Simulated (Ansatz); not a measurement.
A calculation with Ansatz (development build ahead of 0.2.0).

```yaml
crystal:
  periodic: [false, false, false]
  atoms:
    - { symbol: B, position_ang: [1.22, 0.0, 0.0] }
    - { symbol: B, position_ang: [-1.22, 0.0, 0.0] }
    - { symbol: B, position_ang: [0.0, 1.2322, 0.0] }
    - { symbol: B, position_ang: [0.0, -1.2322, 0.0] }
    - { symbol: B, position_ang: [0.0, 0.0, 1.22] }
    - { symbol: B, position_ang: [0.0, 0.0, -1.22] }
    - { symbol: H, position_ang: [2.43, 0.0, 0.0] }
    - { symbol: H, position_ang: [-2.43, 0.0, 0.0] }
    - { symbol: H, position_ang: [0.0, 2.4543, 0.0] }
    - { symbol: H, position_ang: [0.0, -2.4543, 0.0] }
    - { symbol: H, position_ang: [0.0, 0.0, 2.43] }
    - { symbol: H, position_ang: [0.0, 0.0, -2.43] }
basis:
  gaussian: { orbitals: def2-SVP }
total_charge: -2
hamiltonian:
  xc: hf
```

The input is written out in the form of the current development build from the run's settings.

Output:

| Quantity | Value |
| --- | --- |
| Converged | yes |
| Total energy | -151.34228 hartree |
| Spin squared of the determinant | 0.000 |

Caution: no unrestricted run beside it, a lower state can exist; no diffuse functions for an anion; other spin multiplicities were not run.
